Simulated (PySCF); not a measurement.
A structure optimised at PBE0-D3(BJ)/def2-SVP, used in a PySCF frequency run:

```xyz
9

Al    -0.5829     1.0545     0.0000
H     -1.8981     1.9293     0.0000
O      0.9899     1.7149     0.0000
H      1.2259     2.6431     0.0000
S     -0.6705    -1.1125     0.0000
C      1.1106    -1.5443     0.0000
H      1.7438    -0.6473     0.0000
H      1.3254    -2.1437    -0.8947
H      1.3254    -2.1437     0.8947
```
Charge 0, spin multiplicity 1.

**Question.** Write its SMILES, formula and point group.

**Answer.** C[S][AlH][OH], CH₅AlOS, Cs

**Question.** What are its rotational constants (standard atomic weights)?

**Answer.** 7.5659, 3.0101, 2.1834 GHz
